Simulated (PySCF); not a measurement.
Compound: C3H6AlBrO.
Numbering: `[CH3:1][O:2]/[CH:3]=[CH:4]/[AlH:5][Br:6]` (hydrogens: H7, H8, H9 on C1; H10 on C3; H11 on C4; H12 on Al5)

Method: PBE0-D3(BJ)/def2-SVP geometry optimisation, gas phase in PySCF 2.14.0; density fitting, grid level 1; the optimiser is geomeTRIC in internal coordinates, started from a GFN2-xTB structure with every atom displaced at random (about 0.01 Å).

Step 0: E = -81868.5035 eV
```
atom  x, y, z in Å  |  force x, y, z in eV/Å
C1     -2.3524    0.2087    0.1309   -0.636   1.493  -0.140
O2     -1.3252   -0.5339    0.6669    1.185  -0.426   0.206
C3     -0.0895   -0.1513    0.3299    1.723  -1.317   1.081
C4      1.0669   -0.7770    0.7743   -1.917   0.684  -0.514
Al5     2.7749   -0.1156    0.2046   -0.443  -0.142   0.193
Br6     2.9305    1.6885   -1.1475   -0.118   0.156  -0.135
H7     -3.2866   -0.2132    0.4922   -0.355  -0.201   0.026
H8     -2.3458    0.2082   -0.9725   -0.033  -0.081  -0.017
H9     -2.3180    1.2819    0.4763    0.008  -0.633  -0.222
H10    -0.0080    0.7165   -0.3105   -0.218   0.553  -0.472
H11     0.8563   -1.6372    1.4386    0.326   0.172  -0.165
H12     4.1366   -0.7040    0.6283    0.479  -0.258   0.159
```

Q: Estimate the geometry and energy of step 1. (The exact step hangs on the optimiser's Hessian estimate; all steps are aligned on step 0, rigid shifts and turns removed.)

A: E = -81868.6144 eV, largest force 0.361 eV/Å
```
atom  x, y, z in Å  |  force x, y, z in eV/Å
C1     -2.3745    0.2219    0.1343    0.253  -0.248   0.066
O2     -1.2809   -0.4754    0.7021   -0.321   0.052  -0.019
C3     -0.0568   -0.0997    0.3322   -0.012   0.042  -0.142
C4      1.0560   -0.7677    0.7019    0.164  -0.007   0.111
Al5     2.8084   -0.1610    0.2364   -0.126   0.004   0.036
Br6     2.8422    1.7013   -1.0669    0.113   0.090  -0.081
H7     -3.2883   -0.1871    0.5829    0.024   0.016   0.034
H8     -2.4140    0.0660   -0.9538   -0.033  -0.009  -0.108
H9     -2.3171    1.3000    0.3377   -0.001   0.136   0.072
H10    -0.0223    0.7993   -0.3094    0.052  -0.086   0.083
H11     0.8876   -1.6498    1.3351   -0.031   0.011  -0.024
H12     4.1996   -0.7763    0.6791   -0.081  -0.001  -0.028
```

The energy changes by -0.1109 eV. The first-order estimate −F·Δx gives -0.2836 eV and the mean of the old and new forces, exact on a quadratic surface, -0.1104 eV. The step makes an angle of 78° with the force vector and moves no atom by more than 0.159 Å.

What follows is the cost of the whole optimisation. The run took 91 s wall on Arm Neoverse V1, one thread (shared host), and the process peaked at 0.56 GiB of memory.
